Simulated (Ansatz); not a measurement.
CH6FNOTi, SMILES `[CH3][Ti]([NH2])([OH])[F]` from Hartree–Fock to CCSD(T)

```
atom   x (Å)   y (Å)   z (Å)
  C1   1.122  -0.006  -1.121
 Ti2  -0.473  -0.399   0.137
  N3  -1.089   1.279   0.686
  O4   0.220  -1.272   1.527
  F5  -1.652  -1.228  -0.888
  H6   0.788   0.594  -1.972
  H7   1.520  -0.958  -1.487
  H8   1.909   0.533  -0.590
  H9  -0.871   1.717   1.570
 H10  -1.733   1.853   0.159
 H11   0.258  -2.113   1.979
```

Charge 0, multiplicity 1. Correlated methods include outer-core shells of Ti, which these sets cover unevenly. Scalar relativity is left out up to krypton. Geometry: relaxed with PBE0-D4/def2-TZVP. It is one conformer, not always the lowest. Frozen core, restricted reference, Ansatz.

```csv
basis,HF (Eh),MP2 corr.,CCSD corr.,(T),CCSD(T) total
def2-SVP,-1118.32481,-1.00990,-1.03729,-0.03920,-1119.40130
def2-TZVPP,-1118.78755,?,?,-0.06288,?
def2-QZVPP,?,?,–,–,–
```

(1) Fill in the withheld values. (Estimate.)

## Answers

(1) Ansatz gave: def2-TZVPP MP2 corr.: -1.32865; def2-TZVPP CCSD corr.: -1.34569; def2-TZVPP CCSD(T) total: -1120.19612; def2-QZVPP HF (Eh): -1118.81547; def2-QZVPP MP2 corr.: -1.43528.
